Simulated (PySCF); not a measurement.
C3H6OSi, SMILES C1=C[C@@H]([SiH3])O1.

Geometry optimised at PBE-D3(BJ)/def2-SVP. The structure was generated by enumeration; whether it is a known compound was not checked.

Two levels are set side by side: PBE/def2-TZVP (PySCF) and HF/def2-TZVP (PySCF). Same geometry, gas phase. Differences are taken from unrounded values.

| quantity | HF |
|---|---|
| orbital gap (eV) | 12.72 |
| highest occupied level (eV) | -9.32 |
| lowest empty level (eV) | 3.39 |
| dipole moment (D) | 1.49 |
| mean polarisability (bohr³) | 60.1 |

Question: What does PBE give, and how far is it from HF? (The exact figures need the calculation; the answer reports its results.)

Answer: 
| quantity | PBE | PBE minus HF |
|---|---|---|
| orbital gap (eV) | 4.76 | -7.95 |
| highest occupied level (eV) | -5.54 | 3.78 |
| lowest empty level (eV) | -0.78 | -4.17 |
| dipole moment (D) | 1.08 | -0.41 |
| mean polarisability (bohr³) | 66.1 | 5.9 |

Without exact exchange PBE keeps part of each electron's self-repulsion, which lifts occupied levels and narrows the gap. PBE's more diffuse valence density responds more strongly to a field. Differences between two approximate levels are no errors against the true value.

Rough cost on one machine, each run with all the roots and properties that it gave: HF against PBE about 1/4.
